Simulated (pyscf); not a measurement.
**H₂C=C•–F, doublet**

Gas-phase minimum from PySCF at ωB97X-D3(BJ)/def2-SVP, one conformer. Other isomers of H₂C=C•–F were not searched in full and may lie lower. 

```
C
C 1 1.3198
F 2 1.3052 1 130.27
H 1 1.0913 2 120.22 3 179.93
H 1 1.0975 4 119.48 2 179.99
```
Charge 0, spin multiplicity 2.

Properties at ωB97X-D3(BJ)/def2-SVP:

```json
{
  "harmonic_wavenumbers_unscaled": "450, 635, 845, 947, 1190, 1382, 1768, 3160, 3292 cm⁻¹",
  "zero_point_energy": "19.5 kcal/mol",
  "rotational_symmetry_number": "1",
  "Entropy of this conformer at 298 K and 1 atm, rigid rotor and harmonic oscillator, modes under 100 cm⁻¹ raised to 100": "255.9 J/(mol K)",
  "dipole_moment": "0.89 D",
  "Spin expectation value S2": "0.761"
}
```

Single-point totals, which compare only within one level (frozen core for MP2 and CC):

| level | total energy (hartree) |
|---|---|
| ωB97X-D3(BJ)/def2-TZVP | -177.24989 |
| PBE/def2-TZVP | -177.01881 |
| r²SCAN/def2-TZVP | -177.12797 |
| B3LYP-D3(BJ)/def2-TZVP | -177.22098 |
| PBE0-D3(BJ)/def2-TZVP | -177.02376 |
| M06-2X/def2-TZVP | -177.14061 |
| ωB97M-D3(BJ)/def2-TZVP | -177.24807 |
| UHF/def2-TZVPP | -176.31494 |
| MP2/def2-TZVPP | -176.83814 |
| CCSD/def2-TZVPP | -176.86698 |
| CCSD(T)/def2-TZVPP | -176.88854 |

The CCSD(T) − MP2 part came from Ansatz, without density fitting, on the same reference. A UHF reference is spin-contaminated (<S²> up to 0.95), which harms MP2 most.
